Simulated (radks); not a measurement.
The numbers below are computed, except where a source is named.
Numerical settings for neutral lanthanum, [Xe] 5d1 6s2. Level of theory: Dirac Kohn-Sham, LDA (Slater exchange, Perdew-Wang correlation), spin-unpolarised, spherical densities, finite nucleus; open shells fill j = l - 1/2 first; Fermi nuclear charge, rms radius 4.855 fm (a radial shooting solver on a logarithmic mesh with Libxc functionals). The defaults (mesh step 0.008 in ln r, mesh end at 40 bohr or more with all orbitals vanishing there, Anderson mixing 0.5 over 9 steps, residual threshold near 1e-9 with the energy settled to 1e-9 hartree or 1e-11 of itself, here a cap of 64 iterations) give E = -8490.7178 hartree and 5d3/2 at -3.287 eV in 13 iterations. Run on one thread of a shared host, so times are rough (Intel(R) Xeon(R) 6975P-C): 0.11 s of CPU time, 0.11 s wall, 13 iterations on 2440 mesh points. One setting is changed at a time: mesh step in ln r 0.02; mesh step in ln r 0.05; mesh step in ln r 0.2; mesh end (bohr) 400; mesh end (bohr) 2; residual threshold 0.001; residual threshold 0.01; mixing 0.2; linear mixing, mixing 1; linear mixing, mixing 0.2; mixing history 20; iteration cap 2. Which runs fail to converge, and which converge to a wrong energy?

Answer. Not converged within the cap: mesh step in ln r 0.2; linear mixing, mixing 1; linear mixing, mixing 0.2; iteration cap 2. Settled on a wrong energy, with an occupied level pushed above zero by the early mesh end: mesh end (bohr) 2 (+31.1 hartree). Apart from these: no run marked as converged misses the energy by more than 1 mhartree.
